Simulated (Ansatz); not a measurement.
Calculated with Ansatz (gas phase, PBE0-D4/def2-TZVP geometries, no zero-point term in ΔE). CCSD(T)/CBS is the MP2 limit (def2-TZVPP, def2-QZVPP) plus CCSD(T) − MP2 in def2-TZVPP, frozen cores. This one scheme is used for every species. DFT in def2-TZVPP. B3LYP here is the variant with VWN-RPA as its local correlation; programs differ in this. For Br outer-core shells are correlated without core-valence functions, which leaves a few kJ/mol of doubt a bond. Scalar relativity is left out up to krypton. Each species was taken in one conformer, which may not be the lowest.

`CB(O)Br` + `CC(O)Cl` → `CB(O)O` + `CC(Cl)Br`  (formal exchange of groups at a B–Br bond)

| level | ΔE (kJ/mol) | difference from CCSD(T)/CBS |
| --- | --- | --- |
| PBE-D4 | -26.3 | 8.8 |
| B3LYP-D4 | -32.7 | 2.4 |
| r2SCAN0-D4 | -26.2 | 8.9 |
| ωB97X-V | -28.0 | 7.1 |
| BLYP | -32.1 | 3.0 |
| CAM-B3LYP | -31.8 | 3.3 |
| MP2/def2-SVP | -28.3 | 6.8 |
| MP2/def2-TZVPP | -37.7 | -2.6 |
| CCSD/def2-TZVPP | -34.3 | 0.8 |
| HF/CBS(def2) | -28.6 | 6.5 |
| CCSD(T)/CBS | -35.1 | 0 |

Largest T1 diagnostic among the species: 0.012.

At CCSD(T), def2-SVP lies +9.8 kJ/mol from the extrapolated value and def2-TZVPP +1.0 kJ/mol. Leaving LDA and LC-ωPBE aside and taking each functional with its dispersion term where it has one, the values, not all of them listed here, spread over 8.7 kJ/mol, from B2PLYP to r2SCAN-D4.
